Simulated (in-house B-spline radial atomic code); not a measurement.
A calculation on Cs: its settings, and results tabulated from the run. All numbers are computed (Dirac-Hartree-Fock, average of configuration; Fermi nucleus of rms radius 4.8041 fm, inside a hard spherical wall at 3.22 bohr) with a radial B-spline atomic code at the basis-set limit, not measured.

Command:
```bash
python run_scf.py task.json out
```
Settings (nuclear radius in fm, mass in u):
```
Z                55
configuration    [Xe] 6s1
hamiltonian      dirac
method           hf
spin_polarised   False
nucleus          fermi
rms_radius       4.8041
atomic_mass      132.90545
speed_of_light   137.035999084
wall_radius      3.22
```

Output (hartree, bohr):
```
 radial grid: 60 intervals, B-splines of order 8, outer radius 3.22 bohr

 iter        energy (Eh)    residual
    1       -7781.877863    6.03e-01
    2       -7783.218938    1.48e-01
    3       -7783.644649    3.82e-02
    4       -7783.671051    1.05e-02
    5       -7783.672361    4.15e-03
    6       -7783.672799    1.43e-04
    7       -7783.672800    3.63e-05
    8       -7783.672800    1.48e-06
    9       -7783.672800    8.28e-08

 total energy                     -7783.67280
 kinetic                            8303.9056
 electron-nucleus                 -18984.8067
 electron-electron                  2897.2283

 first-order corrections (not in the total)
   Gaunt                             6.8709
   retardation                      -0.7118
   frequency dependence             -0.0713
   self-energy                       4.6908
   Uehling                          -0.6605
   Wichmann-Kroll                    0.0161

 orbital      occ     eigenvalue          <r>       <r^2>       <1/r>       r_max    small
 1s1/2      2.000     -1329.0926    0.0261036 0.000924782     59.3971     0.01679  4.12e-02
 2s1/2      2.000      -211.5718     0.111554   0.0147423     13.9395     0.09491  8.89e-03
 2p1/2      2.000      -198.4294    0.0941323   0.0109116     13.8821     0.07279  8.88e-03
 2p3/2      4.000      -185.4382    0.0999788   0.0121802     12.7232     0.07773  8.40e-03
 3s1/2      2.000       -45.0029     0.297317    0.101148     5.01406      0.2719  2.69e-03
 3p1/2      2.000       -39.4759     0.287841   0.0962679     4.91417       0.259  2.62e-03
 3p3/2      4.000       -36.9235     0.299307    0.103896     4.63064      0.2697  2.49e-03
 3d3/2      4.000       -27.3316     0.270633   0.0865078     4.47546      0.2186  2.36e-03
 3d5/2      6.000       -26.7977     0.274272   0.0887082     4.40252      0.2217  2.32e-03
 4s1/2      2.000        -8.6000     0.695569    0.545589     2.01685      0.6424  7.69e-04
 4p1/2      2.000        -6.5276     0.723782    0.595701     1.90525      0.6577  7.04e-04
 4p3/2      4.000        -6.0070     0.749809    0.639252     1.81843      0.6808  6.67e-04
 4d3/2      4.000        -2.5788     0.840503    0.822908     1.57154      0.7197  5.20e-04
 4d5/2      6.000        -2.4920     0.851359    0.844182     1.54785      0.7283  5.08e-04
 5s1/2      2.000        -0.7750      1.67242     3.06449    0.763518       1.573  1.51e-04
 5p1/2      2.000        -0.1298       1.7734     3.42616    0.711553       1.719  1.38e-04
 5p3/2      4.000        -0.0492       1.8056     3.54426    0.695226        1.77  1.36e-04
 6s1/2      1.000         1.8167      1.97487     4.44154    0.735043       2.483  2.36e-04
```

Run time, properties included: 0.56 s on 1 thread of Arm Neoverse V2, with other jobs on the host.

For the Dirac Hamiltonian the kinetic term is c α·p + (β - 1)c².
